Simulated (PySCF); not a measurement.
An excited-state job on `[SiH3][CH2][GeH2][CH2][GeH3]`.

Computed with TDDFT wB97X-D/def2-SVPD, vertical, gas phase, core orbitals frozen in the response (PySCF 2.14.0, density-fitted response routines). Geometry: PBE0-D3(BJ)/def2-SVP. The input is one job of a driver script: a line of settings, then coordinates in Å.

Input:
```
{"job": {"kind": "uv", "xc": "wB97X-D", "basis": "def2-SVPD", "ip": true}, "charge": 0, "multiplicity": 1}
Si    -2.359846     0.352748     0.650342
C     -1.103405    -1.031911     0.477492
Ge     0.162077    -0.811923    -1.005032
C      1.133948     0.876820    -0.818760
Ge     2.081448     1.090541     0.877958
H     -3.319770     0.083711     1.765909
H     -1.674052     1.653074     0.929938
H     -3.141520     0.507974    -0.616367
H     -1.635298    -1.987911     0.339758
H     -0.528496    -1.118560     1.414773
H      1.168643    -1.982531    -1.000163
H     -0.611634    -0.826046    -2.341383
H      1.865561     0.953861    -1.638908
H      0.427646     1.714200    -0.935953
H      2.912587     2.388277     0.875840
H      3.026036    -0.105982     1.108075
H      1.077881     1.149364     2.046097
```

Output:
```
coarse grid: 61272 points
cycle   1  E = -4526.3159536273  dE = -1.311e+00  |g| = 5.473e-01  |ddm| = 4.456e+00
cycle   2  E = -4526.3297757428  dE = -1.382e-02  |g| = 5.127e-01  |ddm| = 9.515e-01
cycle   3  E = -4526.3614419020  dE = -3.167e-02  |g| = 2.350e-02  |ddm| = 4.472e-01
cycle   4  E = -4526.3616505771  dE = -2.087e-04  |g| = 8.080e-03  |ddm| = 1.161e-01
cycle   5  E = -4526.3616699734  dE = -1.940e-05  |g| = 2.318e-03  |ddm| = 2.389e-02
cycle   6  E = -4526.3616712999  dE = -1.327e-06  |g| = 7.359e-04  |ddm| = 5.681e-03
final grid: 124888 points
cycle   7  E = -4526.3609673913  dE = -1.880e-06  |g| = 7.768e-04  |ddm| = 9.091e-03
cycle   8  E = -4526.3609674585  dE = -6.720e-08  |g| = 6.493e-04  |ddm| = 1.919e-03
cycle   9  E = -4526.3609675505  dE = -9.199e-08  |g| = 7.600e-05  |ddm| = 7.050e-04
cycle  10  E = -4526.3609675527  dE = -2.188e-09  |g| = 2.420e-05  |ddm| = 2.217e-04
cycle  11  E = -4526.3609675529  dE = -2.246e-10  |g| = 6.794e-06  |ddm| = 6.210e-05
converged SCF energy = -4526.3609675529

Static polarisability (au): isotropic 114.022, principal 101.125 114.963 125.980

Singlet excitations
state   eV       nm        f      main configurations
  1   7.8887    157.2   0.03202   H->L+1 0.31, H->L 0.28, H-1->L 0.23
  2   7.9796    155.4   0.00965   H-1->L 0.40, H->L 0.26, H-1->L+2 0.11
  3   8.1611    151.9   0.22962   H->L+1 0.40, H->L 0.24
  4   8.2301    150.6   0.06226   H-2->L 0.36, H-1->L+1 0.20
  5   8.2983    149.4   0.06678   H-1->L+1 0.42, H-2->L 0.26
  6   8.3492    148.5   0.05278   H-2->L+1 0.72
  7   8.5068    145.7   0.02896   H->L+2 0.60
  8   8.6171    143.9   0.02486   H->L+3 0.25, H-1->L+5 0.23, H-4->L 0.11
  9   8.6294    143.7   0.09562   H->L+3 0.28, H-1->L+2 0.16, H-1->L+3 0.09
 10   8.6372    143.5   0.02221   H-3->L 0.16, H->L+5 0.16, H->L+3 0.10

Triplet excitations (Tamm-Dancoff, eV): 7.5795 7.6366 7.7345 7.8666
Vertical ionisation energy (delta-SCF) = 10.3113 eV
```

The SCF starts on a coarse grid where the log names one; the energy can jump when the final grid takes over, and dE then counts from the start density on the new grid. H and L stand for HOMO and LUMO; the number after each pair is its weight.

Q: How does the lowest singlet excitation compare with the HOMO–LUMO gap?

A: HOMO -10.22 eV and LUMO 1.66 eV give a gap of 11.88 eV; S1 at 7.89 eV lies 3.99 eV below it.

Q: Give the mean polarisability as a volume in Å³, and the ratio of the largest to the smallest principal value.

A: 114.022 au × 0.148185 = 16.90 Å³; 125.980/101.125 = 1.25.

Main results: HOMO -10.22 eV, LUMO 1.66 eV; lowest singlet 7.89 eV; lowest triplet 7.58 eV (Tamm–Dancoff); mean polarisability 114.0 au.

 Relativistic effects, spin–orbit coupling among them, are left out although an element past zinc is present.

Q: How long does this job take on an x86-64 server with one thread, no GPU, shared host?

A: About 6.2 min.

One conformer stands for the species.
Labels such as C1 count atoms from 1, the log's own numbers from 0.

The pairwise dispersion term of wB97X-D wasn't added to the energies; at a given geometry it leaves orbitals and properties as they are.
